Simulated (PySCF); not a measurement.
Cs: ionisation energy

Cs [Xe] 6s1 (2S) → Cs⁺ [Xe] (1S), as a difference of total energies. Computed with PySCF 2.14 in x2c-QZVPPall, with scalar relativity by spin-free X2C-1e. Correlated levels: valence and next inner shell: [Kr] 4d10 frozen. The calculations carry no spin-orbit coupling.

```tsv
method	ionisation energy (eV)
UHF	3.477
LDA	4.108
PBE	3.977
PBE0	3.892
r2SCAN	3.774
MP2 (valence and next inner shell)	3.834
SCS-MP2 (valence and next inner shell)	3.764
```

Problem. How much does correlation contribute at MP2 (valence and next inner shell)?

Solution. 3.834 − (3.477) = 0.357 eV, measured against UHF.

For comparison: 3.894 eV (measured; NIST Atomic Spectra Database, ionization energies).
